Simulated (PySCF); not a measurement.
GaFClBr, SMILES [F][Ga]([Cl])[Br].

Geometry: PBE0-D3(BJ)/def2-SVP. The structure was generated by enumeration; whether it is a known compound was not checked.

Two levels are set side by side: PBE/def2-TZVPD (PySCF) and CAM-B3LYP/def2-TZVPD (PySCF). Same geometry, gas phase. Differences are taken from unrounded values.

```csv
quantity,CAM-B3LYP
orbital gap (eV),9.19
highest occupied level (eV),-10.58
lowest empty level (eV),-1.39
dipole moment (D),1.12
mean polarisability (bohr³),61.0
```

### Question
What does PBE give, and how far is it from CAM-B3LYP? (The exact figures need the calculation; the answer reports its results.)

### Answer

```json
[
 {"quantity": "orbital gap (eV)", "PBE": "4.72", "PBE minus CAM-B3LYP": "-4.46"},
 {"quantity": "highest occupied level (eV)", "PBE": "-7.91", "PBE minus CAM-B3LYP": "2.67"},
 {"quantity": "lowest empty level (eV)", "PBE": "-3.18", "PBE minus CAM-B3LYP": "-1.79"},
 {"quantity": "dipole moment (D)", "PBE": "1.07", "PBE minus CAM-B3LYP": "-0.05"},
 {"quantity": "mean polarisability (bohr³)", "PBE": "64.8", "PBE minus CAM-B3LYP": "3.9"}
]
```

PBE's occupied levels lie high since its potential decays too fast outside the molecule; exact exchange lowers them and widens the gap. PBE's more diffuse valence density responds more strongly to a field. Differences between two approximate levels are no errors against the true value.

Rough cost on one machine, each run with all the roots and properties that it gave: CAM-B3LYP against PBE within a factor of 2.
